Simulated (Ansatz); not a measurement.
One change: `[NH2][GeH2][Si](N)(F)F` becomes `CN[Si](N)(F)F`.

Ansatz, PBE0-D4/def2-TZVP geometries, multiplicity 1. Each molecule was computed in one conformer, which needn't be the lowest.

Scalar relativity is left out up to krypton.

| property | `[NH2][GeH2][Si](N)(F)F` |
| --- | --- |
| LUMO energy (PBE0/def2-TZVPP) / eV | 0.00 |
| HOMO–LUMO gap (ωB97M-V/def2-TZVPP) / eV | 11.35 |
| HOMO energy (PBE/def2-TZVPP) / eV | -5.91 |
| HOMO energy (PBE0/def2-TZVPP) / eV | -7.36 |
| LUMO energy (PBE/def2-TZVPP) / eV | -0.82 |
| LUMO energy (ωB97M-V/def2-TZVPP) / eV | 1.66 |

(1) Give the same properties after the change, and the shifts. (Estimate.)

## Answers

(1) The calculation gave: 
```json
{"property": "LUMO energy (PBE0/def2-TZVPP) / eV", "`CN[Si](N)(F)F`": "0.79", "shift": "0.79"}
{"property": "HOMO–LUMO gap (ωB97M-V/def2-TZVPP) / eV", "`CN[Si](N)(F)F`": "11.87", "shift": "0.52"}
{"property": "HOMO energy (PBE/def2-TZVPP) / eV", "`CN[Si](N)(F)F`": "-5.86", "shift": "0.05"}
{"property": "HOMO energy (PBE0/def2-TZVPP) / eV", "`CN[Si](N)(F)F`": "-7.31", "shift": "0.05"}
{"property": "LUMO energy (PBE/def2-TZVPP) / eV", "`CN[Si](N)(F)F`": "-0.05", "shift": "0.77"}
{"property": "LUMO energy (ωB97M-V/def2-TZVPP) / eV", "`CN[Si](N)(F)F`": "2.19", "shift": "0.53"}
```

With PBE0 the HOMO rises by 0.05 eV and the LUMO rises by 0.79 eV, so the gap widens by about 0.74 eV. PBE moves the HOMO by 0.05 eV and ωB97M-V by 0.01 eV.
